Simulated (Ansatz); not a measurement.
CH₃IZn (SMILES [CH3][Zn][I]), singlet, at a GFN2-xTB geometry (such geometries of metal compounds can be far from the true shape) (core potentials on I).

Ansatz (an electronic-structure program) was given this input:
Ansatz 0.2 input:
```yaml
crystal:
  periodic: [false, false, false]
  atoms:
    - {symbol: Zn, position_ang: [0.77679702, 0.30877943, -0.75363033]}
    - {symbol: I, position_ang: [2.45220236, 1.08933844, -2.42819805]}
    - {symbol: C, position_ang: [-0.56661059, -0.29101115, 0.59404643]}
    - {symbol: H, position_ang: [-1.06344698, -1.20250248, 0.28063361]}
    - {symbol: H, position_ang: [-1.33186281, 0.46192927, 0.74782317]}
    - {symbol: H, position_ang: [-0.10217369, -0.48578531, 1.55447660]}
basis:
  gaussian:
    orbitals: def2-SV_P_.json
hamiltonian:
  xc: pbe0
```
The basis file holds def2-SV(P) in the JSON format of the Basis Set Exchange.

**Question.** Give the total energy at the level PBE0/def2-SV(P) run with Ansatz.

**Answer.** -2116.4834 Eh

**Question.** Estimate the number of basis functions that PBE0/def2-SV(P) returns for this input.

**Answer.** 70
